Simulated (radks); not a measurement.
Values are calculated unless marked as measured or tabulated.
Excited configurations of the helium ion He+: one electron is placed in a higher orbital outside the bare nucleus. The ground configuration is 1s1. Code: a radial shooting solver on a logarithmic mesh with Libxc functionals. Model: non-relativistic Kohn-Sham, r2SCAN, spin-polarised, spherical densities, point nucleus; open shells are filled with parallel spins first; meta-GGA in the generalised Kohn-Sham scheme. Excitation = E - E(ground); binding = E(ion) - E, where the ion is the core of charge +2; n* = 2/sqrt(2 binding) in atomic units, and the quantum defect is n - n*.

outer orbital,excitation (eV),binding (eV),n*,quantum defect,eigenvalue (eV),<r> (bohr)
2s,40.588,13.839,1.983,0.017,-11.164,2.936
3p,48.346,6.081,2.992,0.008,-4.832,6.236
3d,48.586,5.841,3.052,-0.052,-4.232,5.404
4p,50.940,3.487,3.950,0.050,-2.812,11.40
4d,51.007,3.421,3.989,0.011,-2.647,10.55
6s,52.864,1.564,5.900,0.100,-1.284,26.48

The Delta-SCF ionisation energy is 54.427 eV (NIST Atomic Spectra Database: 54.418 eV, theoretical). Self-interaction in the functional shifts the binding energies and quantum defects, so they are the method's values and not measured ones.
